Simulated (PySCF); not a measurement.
SMILES [SiH3]c1ccccc1S (GFN2-xTB optimised geometry):

```
16

Si    -1.237     1.958     0.004
C     -0.285     0.328     0.000
C      1.104     0.294    -0.001
C      1.804    -0.900    -0.001
C      1.113    -2.099     0.000
C     -0.270    -2.099     0.000
C     -0.958    -0.894     0.000
S     -2.728    -0.877     0.000
H     -2.069     2.028    -1.198
H     -2.072     2.019     1.205
H     -0.250     3.038     0.010
H      1.646     1.229    -0.001
H      2.884    -0.896    -0.001
H      1.646    -3.038     0.001
H     -0.811    -3.036     0.000
H     -2.884    -2.203    -0.001
```

Calculation: CAM-B3LYP/def2-TZVP run with PySCF.

**Question.** What are the frontier orbital energies and the dipole moment?

**Answer.** HOMO-2 -10.03 eV, HOMO-1 -8.75 eV, HOMO -7.62 eV, LUMO 0.40 eV, LUMO+1 0.64 eV; dipole moment 1.56 D.

Meta-Löwdin charges at CAM-B3LYP/def2-TZVP: Si1 0.50, C2 -0.24, C3 -0.10, C4 -0.13, C5 -0.10, C6 -0.14, C7 -0.05, S8 -0.01, H9 -0.10, H10 -0.10, H11 -0.10, H12 0.12, H13 0.12, H14 0.12, H15 0.11, H16 0.09.
